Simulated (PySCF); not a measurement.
PySCF input for C₄H₉O, SMILES CCC[CH]O, multiplicity 2, TDA-PBE/def2-SVPD. Coordinates come from a r2SCAN-D4/def2-SVP optimisation. The isomer is the one that the SMILES or the coordinates give; other isomers of the formula were not compared. Other conformers were not sampled.

```python
import numpy as np
from pyscf import gto, scf, dft, tdscf

mol = gto.M(
    atom='''
    C     2.36253965   -0.25230911   -0.01889325
    C     0.90188104   -0.35869946   -0.43781220
    C     0.00555807    0.69626283    0.23980874
    C    -1.43462212    0.58226379   -0.10045252
    O    -2.03590236   -0.55404923    0.37954423
    H     2.98451627   -1.01640700   -0.51138495
    H     2.78213063    0.73504189   -0.27552913
    H     2.47394463   -0.38301034    1.07043555
    H     0.50412498   -1.35814373   -0.19015689
    H     0.81308877   -0.25541221   -1.53485124
    H     0.12218142    0.60078614    1.33714388
    H     0.35799318    1.70852712   -0.02718594
    H    -1.82224836    0.98761520   -1.04700313
    H    -2.94065255   -0.59171149    0.04627358
    ''',
    basis='def2-SVPD',
    charge=0,
    spin=1,
    max_memory=1600,
    verbose=4,
)
mf = dft.UKS(mol, xc='pbe').density_fit(auxbasis='def2-universal-jkfit')
mf.grids.level = 3
mf.conv_tol = 1e-9
mf.max_cycle = 100
mf.kernel()
fine, coarse = mf.grids, dft.Grids(mol).set(level=1).build(with_non0tab=True)
for _ in range(3):  # follow internal instabilities
    mf.grids = coarse
    mo, _, stable, _ = mf.stability(return_status=True, nroots=4)
    mf.grids = fine
    if stable:
        break
    mf.kernel(mf.make_rdm1(mo, mf.mo_occ))
mf.grids = dft.Grids(mol).set(level=1).build(with_non0tab=True)  # coarser grid for the response kernel
td = tdscf.TDA(mf)
td.nstates = 10
td.conv_tol = 1e-4
td.positive_eig_threshold = 1e-6
td.kernel(x0=td.get_init_guess(mf, 15))
td.analyze()
```

Program output:

```
PySCF version 2.14.0

[INPUT] verbose = 4
[INPUT] num. atoms = 14
[INPUT] num. electrons = 41
[INPUT] charge = 0
[INPUT] spin (= nelec alpha-beta = 2S) = 1
[INPUT] symmetry False subgroup None
[INPUT] Mole.unit = angstrom
[INPUT] Symbol           X                Y                Z      unit          X                Y                Z       unit  Magmom
[INPUT]  1 C      2.362539650000  -0.252309110000  -0.018893250000 AA    4.464552896926  -0.476795116633  -0.035703068103 Bohr   0.0
[INPUT]  2 C      0.901881040000  -0.358699460000  -0.437812200000 AA    1.704308162538  -0.677843740429  -0.827345151993 Bohr   0.0
[INPUT]  3 C      0.005558070000   0.696262830000   0.239808740000 AA    0.010503230081   1.315746059415   0.453172840877 Bohr   0.0
[INPUT]  4 C     -1.434622120000   0.582263790000  -0.100452520000 AA   -2.711042899043   1.100319095351  -0.189827751322 Bohr   0.0
[INPUT]  5 O     -2.035902360000  -0.554049230000   0.379544230000 AA   -3.847297876756  -1.047001304226   0.717234646859 Bohr   0.0
[INPUT]  6 H      2.984516270000  -1.016407000000  -0.511384950000 AA    5.639918364608  -1.920730861091  -0.966377499724 Bohr   0.0
[INPUT]  7 H      2.782130630000   0.735041890000  -0.275529130000 AA    5.257464933464   1.389027862183  -0.520674595040 Bohr   0.0
[INPUT]  8 H      2.473944630000  -0.383010340000   1.070435550000 AA    4.675077798038  -0.723784645477   2.022830023498 Bohr   0.0
[INPUT]  9 H      0.504124980000  -1.358143730000  -0.190156890000 AA    0.952658144752  -2.566519687495  -0.359344442799 Bohr   0.0
[INPUT] 10 H      0.813088770000  -0.255412210000  -1.534851240000 AA    1.536515090259  -0.482659125770  -2.900448485549 Bohr   0.0
[INPUT] 11 H      0.122181420000   0.600786140000   1.337143880000 AA    0.230889421310   1.135321264035   2.526835722338 Bohr   0.0
[INPUT] 12 H      0.357993180000   1.708527120000  -0.027185940000 AA    0.676509064662   3.228648333192  -0.051373981039 Bohr   0.0
[INPUT] 13 H     -1.822248360000   0.987615200000  -1.047003130000 AA   -3.443550331338   1.866322244458  -1.978549167262 Bohr   0.0
[INPUT] 14 H     -2.940652550000  -0.591711490000   0.046273580000 AA   -5.557027947004  -1.118172660858   0.087444393003 Bohr   0.0

nuclear repulsion = 178.216332345252
number of shells = 77
number of NR pGTOs = 243
number of NR cGTOs = 175
basis = def2-SVPD
ecp = {}


******** <class 'pyscf.df.df_jk.DFUKS'> ********
method = DFUKS
initial guess = minao
damping factor = 0
level_shift factor = 0
DIIS = <class 'pyscf.scf.diis.CDIIS'>
diis_start_cycle = 1
diis_space = 8
diis_damp = 0
SCF conv_tol = 1e-09
SCF conv_tol_grad = None
SCF max_cycles = 100
direct_scf = False
number electrons alpha = 21  beta = 20
XC library pyscf.dft.libxc version 7.1.2
    S. Lehtola, C. Steigemann, M. J. T. Oliveira, and M. A. L. Marques,  SoftwareX 7, 1–5 (2018)
XC functionals = pbe
    J. P. Perdew, K. Burke, and M. Ernzerhof,  Phys. Rev. Lett. 77, 3865 (1996)
    J. P. Perdew, K. Burke, and M. Ernzerhof,  Phys. Rev. Lett. 78, 1396 (1997)
    J. P. Perdew, K. Burke, and M. Ernzerhof,  Phys. Rev. Lett. 77, 3865 (1996)
    J. P. Perdew, K. Burke, and M. Ernzerhof,  Phys. Rev. Lett. 78, 1396 (1997)
radial grids:
    Treutler-Ahlrichs [JCP 102, 346 (1995); DOI:10.1063/1.469408] (M4) radial grids

becke partition: Becke, JCP 88, 2547 (1988); DOI:10.1063/1.454033
pruning grids: <function nwchem_prune>
grids dens level: 3
symmetrized grids: False
atomic radii adjust function: <function treutler_atomic_radii_adjust>
small_rho_cutoff = 0
Set gradient conv threshold to 3.16228e-05
tot grids = 158832
init E= -232.665373886365
  alpha nocc = 21  HOMO = -0.170580736162315  LUMO = -0.0275669678797534
  beta  nocc = 20  HOMO = -0.364635062792108  LUMO = -0.170580736162315

WARN: HOMO -0.170580736162315 >= LUMO -0.170580736162315

cycle= 1 E= -232.433925321312  delta_E= 0.231  |g|= 0.502  |ddm|= 3.31
  alpha nocc = 21  HOMO = -0.0449806115690681  LUMO = 0.0130131832967022
  beta  nocc = 20  HOMO = -0.161834714784052  LUMO = 0.00176856430835937
  HOMO = -0.0449806115691  LUMO = 0.00176856430836  gap/eV = 1.27211
cycle= 2 E= -232.107260493755  delta_E= 0.327  |g|= 1.01  |ddm|= 1.77
  alpha nocc = 21  HOMO = -0.119064889881854  LUMO = -0.0122175600451562
  beta  nocc = 20  HOMO = -0.269811196590404  LUMO = -0.0587945791440516
  HOMO = -0.119064889882  LUMO = -0.0587945791441  gap/eV = 1.64004
cycle= 3 E= -232.542407931608  delta_E= -0.435  |g|= 0.144  |ddm|=  1.2
  alpha nocc = 21  HOMO = -0.130645101569483  LUMO = -0.00860119401078396
  beta  nocc = 20  HOMO = -0.283798784375079  LUMO = -0.0679684572972081
  HOMO = -0.130645101569  LUMO = -0.0679684572972  gap/eV = 1.70552
cycle= 4 E= -232.551091306636  delta_E= -0.00868  |g|= 0.0436  |ddm|= 0.234
  alpha nocc = 21  HOMO = -0.128895112290592  LUMO = -0.00828920931162047
  beta  nocc = 20  HOMO = -0.279947218954885  LUMO = -0.0637078466340117
  HOMO = -0.128895112291  LUMO = -0.063707846634  gap/eV = 1.77384
cycle= 5 E= -232.551982138716  delta_E= -0.000891  |g|= 0.0102  |ddm|= 0.0727
  alpha nocc = 21  HOMO = -0.128094118187292  LUMO = -0.0084155510362991
  beta  nocc = 20  HOMO = -0.280534844143307  LUMO = -0.0621664195754046
  HOMO = -0.128094118187  LUMO = -0.0621664195754  gap/eV = 1.79398
cycle= 6 E= -232.552027448099  delta_E= -4.53e-05  |g|= 0.00461  |ddm|= 0.0262
  alpha nocc = 21  HOMO = -0.128677540221219  LUMO = -0.00858844072303677
  beta  nocc = 20  HOMO = -0.280256233253764  LUMO = -0.0624692813050034
  HOMO = -0.128677540221  LUMO = -0.062469281305  gap/eV = 1.80162
cycle= 7 E= -232.552038011555  delta_E= -1.06e-05  |g|= 0.0008  |ddm|= 0.00964
  alpha nocc = 21  HOMO = -0.128691075304653  LUMO = -0.00859275784072233
  beta  nocc = 20  HOMO = -0.280264799143161  LUMO = -0.0623201219914198
  HOMO = -0.128691075305  LUMO = -0.0623201219914  gap/eV = 1.80605
cycle= 8 E= -232.552038376923  delta_E= -3.65e-07  |g|= 0.000318  |ddm|= 0.00237
  alpha nocc = 21  HOMO = -0.128729503954368  LUMO = -0.00858963189304474
  beta  nocc = 20  HOMO = -0.280276020087832  LUMO = -0.062311504847445
  HOMO = -0.128729503954  LUMO = -0.0623115048474  gap/eV = 1.80733
cycle= 9 E= -232.552038434004  delta_E= -5.71e-08  |g|= 0.000128  |ddm|= 0.000991
  alpha nocc = 21  HOMO = -0.128718607750459  LUMO = -0.00858524223889168
  beta  nocc = 20  HOMO = -0.280278366285904  LUMO = -0.0622944863142227
  HOMO = -0.12871860775  LUMO = -0.0622944863142  gap/eV = 1.80749
cycle= 10 E= -232.552038441758  delta_E= -7.75e-09  |g|= 5.42e-05  |ddm|= 0.000274
  alpha nocc = 21  HOMO = -0.128721808748115  LUMO = -0.00858487229348759
  beta  nocc = 20  HOMO = -0.280276362317391  LUMO = -0.0622958870751895
  HOMO = -0.128721808748  LUMO = -0.0622958870752  gap/eV = 1.80754
cycle= 11 E= -232.552038443253  delta_E= -1.49e-09  |g|= 1.56e-05  |ddm|= 0.000106
  alpha nocc = 21  HOMO = -0.128719910753323  LUMO = -0.00858404733356943
  beta  nocc = 20  HOMO = -0.280276049394535  LUMO = -0.0622946542967684
  HOMO = -0.128719910753  LUMO = -0.0622946542968  gap/eV = 1.80752
cycle= 12 E= -232.552038443389  delta_E= -1.36e-10  |g|= 4.19e-06  |ddm|= 3.91e-05
  alpha nocc = 21  HOMO = -0.12872127540621  LUMO = -0.00858445370281169
  beta  nocc = 20  HOMO = -0.280276719914284  LUMO = -0.0622963786204789
  HOMO = -0.128721275406  LUMO = -0.0622963786205  gap/eV = 1.80751
Extra cycle  E= -232.552038443385  delta_E= 4.43e-12  |g|= 5.87e-06  |ddm|= 2.09e-05
converged SCF energy = -232.552038443385  <S^2> = 0.75269563  2S+1 = 2.0026938
tot grids = 48152
uhf_internal: lowest eigs of H = [1.03496454 1.04373827 1.04650704 1.04839362]
<class 'pyscf.df.df_jk.DFUKS'> wavefunction is stable in the internal stability analysis
tot grids = 48152
Overwritten attributes  positive_eig_threshold  of <class 'pyscf.tdscf.uks.TDA'>


******** <class 'pyscf.tdscf.uks.TDA'> for <class 'pyscf.df.df_jk.DFUKS'> ********
nstates = 10
deg_eia_thresh = 1.000e-03
wfnsym = None
conv_tol = 0.0001
eigh lindep = 1e-12
eigh level_shift = 0
eigh max_cycle = 100


Excitation energies (eV)
[3.1613559  3.88481211 4.44029075 4.58956065 4.96334805 5.43464409
 5.79643406 5.93044495 5.9611481  6.1250942 ]

** Excitation energies and oscillator strengths **
Excited State   1:      3.16136 eV    392.19 nm  f=0.0018
      21a ->   22a      0.99944
Excited State   2:      3.88481 eV    319.15 nm  f=0.0010
      21a ->   23a     -0.99943
Excited State   3:      4.44029 eV    279.23 nm  f=0.0083
      21a ->   24a     -0.99824
Excited State   4:      4.58956 eV    270.14 nm  f=0.0078
      21a ->   25a     -0.99797
Excited State   5:      4.96335 eV    249.80 nm  f=0.0032
      21a ->   26a     -0.99905
Excited State   6:      5.43464 eV    228.14 nm  f=0.0027
      21a ->   27a      0.99728
Excited State   7:      5.79643 eV    213.90 nm  f=0.0052
      21a ->   28a     -0.99514
Excited State   8:      5.93044 eV    209.06 nm  f=0.0019
      19b ->   21b     -0.13513
      20b ->   21b     -0.98807
Excited State   9:      5.96115 eV    207.99 nm  f=0.0119
      21a ->   29a     -0.93377
      19b ->   21b      0.32094
Excited State  10:      6.12509 eV    202.42 nm  f=0.0151
      21a ->   29a      0.30114
      21a ->   30a      0.22463
      17b ->   21b     -0.18519
      18b ->   21b     -0.38323
      19b ->   21b      0.80498
      20b ->   21b     -0.12158

** Transition electric dipole moments (AU) **
state          X           Y           Z        Dip. S.      Osc.
  1        -0.1130      0.0205      0.1025      0.0237      0.0018
  2         0.1003      0.0067     -0.0010      0.0101      0.0010
  3         0.1117     -0.1425     -0.2088      0.0764      0.0083
  4         0.1037     -0.0601      0.2338      0.0690      0.0078
  5        -0.1524      0.0566     -0.0155      0.0267      0.0032
  6         0.0893      0.1091     -0.0067      0.0199      0.0027
  7        -0.0013      0.1841      0.0532      0.0367      0.0052
  8        -0.1071      0.0136      0.0360      0.0130      0.0019
  9         0.1265      0.2542     -0.0297      0.0815      0.0119
 10         0.3143      0.0131     -0.0411      0.1006      0.0151

** Transition velocity dipole moments (imaginary part, AU) **
state          X           Y           Z        Dip. S.      Osc.
  1        -0.0095      0.0025     -0.0033      0.0001      0.0006
  2         0.0031      0.0057      0.0009      0.0000      0.0002
  3         0.0269     -0.0410     -0.0431      0.0043      0.0174
  4         0.0076     -0.0061      0.0285      0.0009      0.0036
  5        -0.0177      0.0013     -0.0051      0.0003      0.0012
  6        -0.0022      0.0367      0.0296      0.0022      0.0074
  7        -0.0072      0.0314      0.0028      0.0010      0.0033
  8        -0.0145      0.0053     -0.0190      0.0006      0.0018
  9         0.0148      0.0512      0.0004      0.0028      0.0087
 10         0.0479     -0.0052      0.0106      0.0024      0.0072

** Transition magnetic dipole moments (imaginary part, AU) **
state          X           Y           Z
  1        -0.2811      0.0224     -0.2121
  2        -0.0287      0.1087     -0.0790
  3         0.0337      0.3019     -0.3260
  4        -0.0397     -0.0503     -0.0776
  5        -0.1283     -0.1749     -0.0920
  6         0.0096     -0.0770      0.0764
  7        -0.2100     -0.1843      0.2105
  8         0.2998      0.1865      0.0157
  9        -0.0215     -0.1292      0.0857
 10        -0.2934     -0.3412      0.2986
```

The run converged.

Cost: very roughly 8 core-minutes.
